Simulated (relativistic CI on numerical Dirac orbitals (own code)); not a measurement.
## Crystal-field levels of Rh⁷⁺, 4d2

Calculated by Dirac-Coulomb-Breit CI, orbitals from a KLI potential per configuration, model QED (radiative potential, 1s self-energy scaled to tabulated hydrogen-like ionisation energies), valence Slater integrals scaled by 0.9, one configuration in a parametric crystal field (own radial code). With so little scaling, terms lie 10 to 35 % too far apart, which can change the order of excited levels.

Field parameters in Wybourne normalisation: Oh B⁴₀ = 21Dq, B⁴₄ = √(5/14) B⁴₀. The field is a parameter set, without covalency.

S and J are read from ⟨S²⟩ = S(S + 1) and ⟨J²⟩ = J(J + 1) of each level; they are not fictitious spins.

Oh, 10Dq = 8500 cm⁻¹, the lowest 16 levels:

```tsv
E (cm⁻¹)	Degeneracy	Irrep	S	J
0.0	2	E	0.99	2.27
609	3	T2	0.99	2.54
3646	3	T1	1.00	3.35
5400	1	A1	0.99	3.90
8766	3	T2	0.96	2.99
9171	1	A2	1.00	3.00
11022	3	T1	1.00	3.64
11462	2	E	0.99	3.81
17649	2	E	0.22	2.73
17670	3	T2	0.26	2.46
19065	3	T2	0.97	3.65
21690	1	A1	0.98	0.65
23176	3	T1	1.00	1.18
25344	3	T2	0.87	2.52
25664	2	E	0.91	2.34
28697	3	T2	0.23	3.38
```

Oh, 10Dq = 42600 cm⁻¹, the lowest 10 levels:

```tsv
E (cm⁻¹)	Degeneracy	Irrep	S	J
0.0	2	E	0.99	2.64
127	3	T2	0.99	2.71
2694	3	T1	1.00	3.38
3754	1	A1	1.00	3.67
16195	3	T2	0.04	3.13
16502	2	E	0.03	3.18
35267	1	A1	0.04	2.94
40923	1	A2	1.00	3.00
41489	3	T2	0.99	3.06
42364	3	T1	1.00	3.42
```

Oh, 10Dq = 35800 cm⁻¹, the lowest 10 levels:

```tsv
E (cm⁻¹)	Degeneracy	Irrep	S	J
0.0	2	E	0.99	2.62
156	3	T2	0.99	2.71
2780	3	T1	1.00	3.39
3888	1	A1	1.00	3.69
16231	3	T2	0.05	3.10
16634	2	E	0.04	3.16
34308	1	A2	1.00	3.00
34803	1	A1	0.07	3.00
34938	3	T2	0.99	3.05
35768	3	T1	1.00	3.43
```

The free-ion ground term has S = 1. Every field shown keeps that spin.

Levels of this model without a field, named by their leading LS term: 3F_2 0, 3F_3 3492, 3F_4 7212, 1D_2 16417, 3P_0 17011, 3P_1 18571, 3P_2 22433, 1G_4 25022 cm⁻¹.
